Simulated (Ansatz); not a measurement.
Species: H₄GaNS₂, SMILES `[NH2][Ga]([SH])[SH]` (charge 0, multiplicity 1), formula H4GaNS2.

Problem. How many basis functions does frozen-core CCSD(T)/cc-pVTZ // B3LYP-D3(BJ)/def2-TZVP (Ansatz, a first-principles code) use, how many core orbitals are frozen, and how many electrons are correlated?

Solution. 197 basis functions and 20 frozen orbitals, which leaves 34 correlated electrons (filled d shells below the valence shell are correlated). Core time is of the order of minutes.
